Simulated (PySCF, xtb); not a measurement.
CH3F3Sn, SMILES F[C](F)(F)[SnH3].

Harmonic wavenumbers (cm⁻¹) from GFN2-xTB in xtb at its own minimum, in rising order: 33, 172, 172, 239, 413, 413, 480, 480, 604, 637, 678, 679, 1035, 1035, 1082, 1616, 1839, 1839.

Question: What does PBE-D3(BJ)/def2-SVP run with PySCF give at its own minimum? (An estimate is asked for; the answer gives what the named calculation found.)

Answer: 79, 170, 170, 245, 422, 422, 515, 515, 643, 687, 687, 702, 1105, 1105, 1118, 1869, 1893, 1893. Paired by order, the mean absolute difference is 45 cm⁻¹ and the zero-point energies are 19.2 and 20.4 kcal/mol.
